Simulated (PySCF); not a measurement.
Compound: B₂H₈N₂.
Atom-mapped SMILES: `[BH2-:1]1[NH2+:2][BH2-:3][NH2+:4]1`

NICS = −σ at a ghost point: NICS(0) at the centroid of the ring atoms, NICS(1) 1 Å to either side along the normal of their mean plane, zz for the tensor component along that normal. Level: GIAO CAM-B3LYP/pcSseg-2 (PySCF, non-relativistic, gas phase) on the PBE0-D3(BJ)/def2-SVP geometry, one conformer.

Ring bond lengths (Å): B1–N2 1.598, N2–B3 1.597, B3–N4 1.598, N4–B1 1.597.

Give the NICS values of each ring in ppm.

```
       ring                                                       type  NICS(0)  NICS(1), two faces  NICS(1)zz, two faces  rms pucker (Å)  centre to ring atoms, mean (Å)
B1–N2–B3–N4  4-membered ring with 2 B and 2 N; formal bonds all single     -3.2           0.6 / 0.6             2.4 / 2.4            0.00                            1.13
```

What do they say, and how far can they be read as aromaticity?

- B1–N2–B3–N4: mean NICS(1)zz 2.4 ppm, near zero. B1, N2, B3, N4 have four or more neighbours, and the NICS criterion for π rings isn't applied.

Give the inner angles of the rings.

- B1–N2–B3–N4: B1 92.6°, N2 87.4°, B3 92.6°, N4 87.4°; sum 360.0° against 360° for a flat convex ring.

How shielded are the nuclei of the rings and their hydrogens (means over atoms taken as equivalent)?

| atoms | environment | σ isotropic (ppm) | principal values of the symmetric part, first atom (ppm) |
| --- | --- | --- | --- |
| B1 (×2) | four-coordinate boron | 109.6 | 94.2, 108.4, 126.1 |
| N2 (×2) | nitrogen bonded to 2 B and 2 H | 241.4 | 232.4, 235.1, 256.8 |
| H on B1 (×4) | B–H hydrogen | 27.99 | 24.8, 28.4, 30.7 |
| H on N2 (×4) | N–H hydrogen | 29.65 | 23.6, 26.1, 39.3 |

How do the values depend on the level or the medium?

```
                  level  NICS(0), B1–N2–B3–N4  mean NICS(1)zz, B1–N2–B3–N4
CAM-B3LYP/pcSseg-2, gas                  -3.2                          2.4
     PBE0/pcSseg-1, gas                  -3.9                          2.0
```

The geometry is the same throughout.
